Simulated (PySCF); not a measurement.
CF3, SMILES F[C+](F)F, charge +1. Coordinates come from a B3LYP-D3(BJ)/def2-TZVP optimisation.

TDA-PBE/def2-SVPD (PySCF) puts the lowest singlet excitations at 7.83, 9.31, 9.31, 10.90, 10.90, 12.03 eV.

Task: What are the lowest excitation roots from ADC(2)/aug-cc-pVDZ in PySCF? (The exact figures need the calculation; the answer reports its results.)

Result: 8.75, 10.29, 10.29, 10.55, 10.55, 13.06 eV. S1 differs by 0.92 eV (second minus first; roots are paired by order, and the bases may differ).
